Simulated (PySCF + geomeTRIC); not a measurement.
Calculation: PBE-D3(BJ)/def2-TZVP in PySCF + geomeTRIC. fastk is a local helper that only speeds up exchange builds. No frequencies were computed at this level.

```python
import json, numpy as np
from pyscf import gto, dft
from fastk import lowrank_exchange
atoms = """
C      0.976447     0.295618     0.039815
C      0.444104    -0.919037     0.023639
C     -0.976447    -0.295618    -0.039815
C     -0.444105     0.919037    -0.023639
H      1.965655     0.706990     0.079564
H      0.811758    -1.925880     0.044500
H     -1.965656    -0.706990    -0.079563
H     -0.811759     1.925881    -0.044500
"""
def scf(charge, spin, dm0=None):
    mol = gto.M(atom=atoms, basis='def2-tzvp', ecp={}, charge=charge, spin=spin, verbose=3, max_memory=3780)
    mf = dft.KS(mol, xc='pbe').density_fit(auxbasis="def2-universal-jkfit")
    mf.disp = 'd3bj'
    mf.grids.level = 3
    mf.conv_tol = 1e-8
    mf.max_cycle = 60
    mf.kernel(dm0)
    if not mf.converged:
        mf = mf.newton().run(mf.mo_coeff, mf.mo_occ).undo_soscf()
    return mf
mf = scf(0, 0)
from pyscf.geomopt.geometric_solver import kernel as optimize
path = []
done, mol = optimize(mf, maxsteps=80, assert_convergence=False, callback=lambda env: path.append((env["energy"], bool(env["g_scanner"].converged))))
res = dict(converged=bool(done and path[-1][1]), energy=path[-1][0], path=[e for e, c in path], xyz=mol.atom_coords(unit="Angstrom").tolist(), nao=mol.nao)
json.dump(res, open("result.json", "w"))
```

Output:

```
converged SCF energy = -154.531386526267
Geometry optimization cycle 1
converged SCF energy = -154.531386527798
cycle 1: E = -154.531386528  dE = -154.531  norm(grad) = 0.029574
Geometry optimization cycle 2
converged SCF energy = -154.53322413868
cycle 2: E = -154.533224139  dE = -0.00183761  norm(grad) = 0.00158
Geometry optimization cycle 3
converged SCF energy = -154.533244592269
cycle 3: E = -154.533244592  dE = -2.04536e-05  norm(grad) = 0.000978116
Geometry optimization cycle 4
converged SCF energy = -154.53324983824
cycle 4: E = -154.533249838  dE = -5.24597e-06  norm(grad) = 0.000397404
Geometry optimization cycle 5
converged SCF energy = -154.533248671117
cycle 5: E = -154.533248671  dE = 1.16712e-06  norm(grad) = 0.000843711
Geometry optimization cycle 6
converged SCF energy = -154.533249862031
cycle 6: E = -154.533249862  dE = -1.19091e-06  norm(grad) = 0.000342977
<class 'geometric.internal.Distance'> : 8
<class 'geometric.internal.Angle'> : 8
<class 'geometric.internal.OutOfPlane'> : 4
<class 'geometric.internal.Dihedral'> : 16
<class 'geometric.internal.TranslationX'> : 1
<class 'geometric.internal.TranslationY'> : 1
<class 'geometric.internal.TranslationZ'> : 1
<class 'geometric.internal.RotationA'> : 1
<class 'geometric.internal.RotationB'> : 1
<class 'geometric.internal.RotationC'> : 1
Step    0 : Gradient = 1.046e-02/1.161e-02 (rms/max) Energy = -154.5313865278
Step    1 : Displace = 2.661e-02/3.464e-02 (rms/max) Trust = 1.000e-01 (=) Grad = 5.586e-04/6.968e-04 (rms/max) E (change) = -154.5332241387 (-1.838e-03) Quality = 0.995
Step    2 : Displace = 3.899e-03/5.501e-03 (rms/max) Trust = 1.414e-01 (+) Grad = 3.458e-04/3.710e-04 (rms/max) E (change) = -154.5332445923 (-2.045e-05) Quality = 1.411
Step    3 : Displace = 3.018e-03/4.265e-03 (rms/max) Trust = 2.000e-01 (+) Grad = 1.405e-04/2.045e-04 (rms/max) E (change) = -154.5332498382 (-5.246e-06) Quality = 0.986
Step    4 : Displace = 1.115e-03/1.240e-03 (rms/max) Trust = 2.828e-01 (+) Grad = 2.983e-04/4.321e-04 (rms/max) E (change) = -154.5332486711 (+1.167e-06) Quality = -1.576
Step    5 : Displace = 5.934e-04/6.542e-04 (rms/max) Trust = 5.577e-04 (x) Grad = 1.213e-04/1.764e-04 (rms/max) E (change) = -154.5332498620 (-2.379e-08) Quality = 0.041
Converged! =D
```

Cost: very roughly 90 core-seconds.
